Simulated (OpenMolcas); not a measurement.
Pr3+ among 8 point charges of -0.5 e arranged as a cube (Oh).

```
Program             : OpenMolcas 26.06
Method              : CASSCF
Basis               : ANO-RCC-VTZP [8s7p5d3f2g1h]
Scalar Hamiltonian  : DKH2, point nucleus
Active space        : 2 electrons in 7 orbitals (4f)
State averaging     : 2S+1 = 3 even, 21 roots; 2S+1 = 1 even, 27 roots kept (CI in the orbitals of an earlier block)
Spin-orbit coupling : state interaction with AMFI integrals over the reference wave functions
```

All point charges move together. At R = 2.62 Å the width of the lowest J multiplet is 94 cm-1, and at R = 3.13 Å it is 41 cm-1.

**Question.** A third run gives 63 cm-1. What distance was it run at?

**Answer.** With a power law R^-n the two known points give n = -ln(41 / 94) / ln(3.13 / 2.62) = 4.67. Then R = 2.62 × (94 / 63)^(1/4.67) = 2.854 Å. The run was at 2.85 Å, so the estimate is off by +0.004 Å.

Point charges carry no covalency, so the field is a model and not that of real ligands. A group larger than the point group allows holds several states that coincide in this model. No measured value stands beside these numbers.
